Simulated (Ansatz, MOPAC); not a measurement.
System: H7Si2N2O (charge 0, doublet). SMILES: [NH][SiH2]O[SiH2]N

Atoms: N1, Si2, O3, Si4, N5, H6, H7, H8, H9, H10, H11, H12. Bonds: N1-Si2, N1-H6, Si2-O3, Si2-H7, Si2-H8, O3-Si4, Si4-N5, Si4-H9, Si4-H10, N5-H11, N5-H12.

Bond lengths (Å) and angles (degrees) optimised at AM1 with MOPAC; HF/3-21G with Ansatz (a program for electronic structure); B3LYP/LANL2DZ with Ansatz; B3LYP/6-31G* with Ansatz, each started from the B3LYP-D3(BJ)/def2-TZVP structure (Ansatz) of the last column. A row stands for all coordinates that are equal there; 11 of 27 kinds are shown. 6-31G* holds six Cartesian d functions. No wavenumbers were computed at B3LYP/LANL2DZ, so these may be saddle points.

```
coordinate    AM1  HF/3-21G  B3LYP/LANL2DZ  B3LYP/6-31G*  B3LYP-D3(BJ)/def2-TZVP
----------  -----  --------  -------------  ------------  ----------------------
N1-Si2      1.696     1.795          1.792         1.765                   1.749
N1-H6       0.972     1.019          1.034         1.029                   1.023
Si2-O3      1.719     1.634          1.653         1.640                   1.625
Si2-H7      1.463     1.485          1.491         1.491                   1.485
Si2-H8      1.463     1.484          1.490         1.490                   1.483
O3-Si4      1.735     1.650          1.680         1.673                   1.655
Si4-N5      1.686     1.728          1.731         1.722                   1.708
Si4-H9      1.458     1.481          1.482         1.482                   1.476
N1-Si2-O3   109.4     109.7          109.3         109.3                   109.4
Si2-O3-Si4  153.2     171.7          164.6         138.2                   138.1
O3-Si4-N5   110.6     115.3          115.4         116.1                   115.0
```

Mean signed difference of all 11 bond lengths from B3LYP-D3(BJ)/def2-TZVP: AM1 -0.007 Å, HF/3-21G 0.006 Å, B3LYP/LANL2DZ 0.015 Å, B3LYP/6-31G* 0.010 Å.
